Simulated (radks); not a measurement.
Spherical quantum dot in the effective-mass picture: electrons in a parabolic well V = omega^2 r^2 / 2 with omega = 0.19, with a point charge +1 (a donor) at the centre, all in effective atomic units (hartree* = m*/eps^2 hartree, bohr* = eps/m* bohr), one dielectric constant everywhere. Calculated with a radial shooting solver with Libxc functionals: non-relativistic Kohn-Sham, LDA (Slater exchange, Perdew-Wang correlation), spin-polarised, spherical densities. Levels are named by radial order and angular momentum (1s, 1p, 1d, 2s, ...), and open shells are averaged over m. Results are scaled to m* = 0.119 and eps = 7.3, for which hartree* = 60.76 meV and bohr* = 3.246 nm.

N = 35, configuration 1s2 1p6 1d10 2s2 1f14 2p(up 1, down 0). This is the lowest configuration that the search found. Occupied and some empty levels:

level    occupation  eigenvalue (meV)  <r> (nm)
1s up             1            298.07     8.443
1s down           1            298.48     8.435
1p up             3            304.60     21.75
2s up             1            304.67     21.30
2s down           1            304.76     21.31
1p down           3            304.77     22.03
1d up             5            307.69     24.48
1d down           5            307.78     24.56
1f up             7            311.20     26.23
1f down           7            311.27     26.24
2p up             1            312.60     20.71
2p down           0            312.98     20.72
3s up             0            314.06     21.12
3s down           0            314.28     21.25
1g up             0            315.18     27.57
1g down           0            315.25     27.56
2d up             0            317.91     22.87
2d down           0            318.18     23.03

Energy (meV): total 6307.50, kinetic 279.72, external 1825.9, Hartree 4590.8, exchange-correlation -388.87.
